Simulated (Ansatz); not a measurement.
Series Al-XY, Y = methyl, computed as singlets and as triplets. Isolated molecules, 0 K electronic values unless said otherwise. One relaxed conformer stands for each flexible species; it need not be the lowest. Strings in code marks are SMILES.

Quantity: adiabatic spin-state energy, in eV.

A: `C=[CH][Al-][CH3]`: multiplicity 3 minus multiplicity 1
B: `[CH3][Al-][NH2]`: multiplicity 3 minus multiplicity 1
C: `[CH3][Al-][SiH3]`: multiplicity 3 minus multiplicity 1
D: `[CH3][Al-][F]`: multiplicity 3 minus multiplicity 1
E: `[CH3][Al-][CH3]`: multiplicity 3 minus multiplicity 1
F: `[CH3][Al-][C]#N`: multiplicity 3 minus multiplicity 1

Problem. Rank these by adiabatic spin-state energy (lowest first), as PBE/aug-cc-pVTZ // PBE0-D3(BJ)/def2-TZVPD (Ansatz, a program for electronic structure) gives it.

Solution. A (0.56 eV), C (0.58 eV), E (0.71 eV), F (0.78 eV), B (1.06 eV), D (1.09 eV)
